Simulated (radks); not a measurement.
Task: The krypton ion Kr4+ is in [Ar] 3d10 4s2 4p(1/2: 2, 3/2: 0). All-electron calculation, Dirac Kohn-Sham, PBE, spin-unpolarised, spherical densities, finite nucleus; Fermi nuclear charge, rms radius of each element as measured or else 0.836 A^(1/3) + 0.57 fm. Program: a radial shooting solver on a logarithmic mesh with Libxc functionals. Sub-shells are occupied by j as written (lower j first in brackets). One electron is removed from 4s1/2, 3d3/2, 4p1/2, 3d5/2 in turn, with full relaxation. Which removal costs least, and what does each cost?

Result: 4p1/2 63.853 eV; 4s1/2 80.289 eV; 3d5/2 153.06 eV; 3d3/2 154.44 eV. The 4p1/2 electron leaves first.
